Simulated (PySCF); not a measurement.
Broadened absorption spectrum of C4H2F6

Compound: C4H2F6.
InChI=1S/C4H2F6/c1-2(5)3(6,7)4(8,9)10/h1H2

Level of theory: PySCF, TDDFT PBE0/def2-SVPD, vertical, gas phase, core orbitals frozen in the response. Geometry: PBE0-D3(BJ)/def2-SVP, one conformer, isolated molecule. Torsions of this conformer, `[CH2:1]=[C:2]([F:3])[C:4]([F:5])([F:6])[C:7]([F:8])([F:9])[F:10]`: C1–C2–C4–F5 -124°, C2–C4–C7–F8 65°.

Broadening: Gaussians 0.3 eV wide at half height, area fixed by f = 4.319×10⁻⁹ ∫ε dν̃. The width is an assumption, not a result. The curve ends short of the highest state used, and states not computed would add to its high-energy end.

```
E (eV)  ε (L mol⁻¹ cm⁻¹)
  6.91                64
  6.98               385
  7.04              1403
  7.11              4790
  7.17             10792
  7.24             21031
  7.30             29300
  7.37             32594
  7.44             26809
  7.50             17832
  7.57              8375
  7.63              3455
  7.70               985
  7.76               446
  7.83               711
  7.89              1467
  7.96              2788
  8.03              4051
  8.09              4504
  8.16              3975
  8.22              2886
  8.29              1547
  8.35               730
  8.42               235
  8.49                57
  8.55                14
  8.62                 2
  8.68                 1
  8.75                 4
  8.81                14
  8.88                47
  8.95               113
  9.01               193
  9.08               285
  9.14               344
  9.21               404
```

Task: Where are the band maxima, and which computed states make them?

Result: 168 nm (7.36 eV), ε about 33000, made up of S1 (100%); 153 nm (8.09 eV), ε about 4500, made up of S3 (55%) and S4 (43%) (ε in L mol⁻¹ cm⁻¹; maxima over ε = 5, shares over 10%). At its high-energy end, 9.21 eV, the curve is still rising (ε about 400, from S5, S7 and S8). The states used: S1 7.36 eV (f 0.364); S2 8.00 eV (f 0.0014); S3 8.06 eV (f 0.028); S4 8.14 eV (f 0.023); S5 9.11 eV (f 0.0027); S6 9.22 eV (f 0.0003); S7 9.33 eV (f 0.0019); S8 9.49 eV (f 0.0086); S9 9.61 eV (f 0.0085); S10 9.81 eV (f 0.0074).

Task: What would ε be at 7.36 eV, the highest of these maxima, with half the width (0.15 eV)?

Result: About 65400 L mol⁻¹ cm⁻¹ against 32700, a factor of about 2.00; a lone state at its own centre would give exactly 2.

All these states lie below the vertical ionisation energy of 11.01 eV (ΔSCF).
